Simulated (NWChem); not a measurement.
## Correlation energy of BrGe

```
Ge
Br 1 2.3542
```
Charge 0, spin multiplicity 2.

Everything below was run with NWChem. The geometry was optimised at UB3LYP/def2-SVP, a minimum by its harmonic frequencies.

Basis set: 6-311G**. Each correlation energy counts from its own Hartree-Fock reference.

The Hamiltonian is non-relativistic. The correlated methods keep 18 core orbitals frozen. The Pople sets run with spherical d functions. This spin state was chosen for the runs; another may lie lower. The structure started from a generated list of species. The unpaired electrons of the parent sit in orbitals of symmetry b2 (C2v labels of the run); other states weren't searched. No SCF solution was tested for a lower state. Open-shell Hartree-Fock references start from PBE0 orbitals. No row is a measurement; the coupled-cluster row has its own basis-set and correlation limits.

| method | correlation energy (mHa) |
|---|---|
| UMP2 | -480.5 |
| SCS-UMP2 | -438.5 |
| CCSD on UHF | -479.0 |
| CCSD[T] on UHF | … |
| CCSD(T) on UHF | … |
| CCSD on ROHF | … |
| CCSD[T] on ROHF | -496.7 |
| CCSD(T) on ROHF | -495.5 |

Question: What belongs in the gaps?

Answer: 
- CCSD[T] on UHF, correlation energy (mHa): -492.8
- CCSD(T) on UHF, correlation energy (mHa): -491.6
- CCSD on ROHF, correlation energy (mHa): -482.7
